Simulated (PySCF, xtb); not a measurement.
C₂H₇ClOSi₂, SMILES O[Si@H](Cl)C([SiH3])=C. Other conformers were not sampled.

Harmonic wavenumbers (cm⁻¹) from GFN2-xTB (xtb) at its own minimum, in rising order: 24, 76, 96, 161, 181, 220, 243, 311, 348, 452, 519, 543, 579, 631, 659, 680, 772, 781, 783, 794, 833, 906, 934, 1127, 1434, 1639, 2244, 2249, 2269, 2348, 3053, 3068, 3652.

Q: What does PBE0-D3(BJ)/def2-SVP in PySCF 2.14.0 give at its own minimum? (An estimate is asked for; the answer gives what the named calculation found.)

A: 42, 94, 130, 179, 212, 240, 289, 323, 376, 488, 567, 623, 652, 746, 780, 814, 837, 877, 921, 929, 936, 946, 1020, 1152, 1428, 1663, 2226, 2235, 2242, 2299, 3115, 3208, 3924. Paired by order, the mean absolute difference is 65 cm⁻¹ and the zero-point energies are 49.5 and 52.2 kcal/mol.
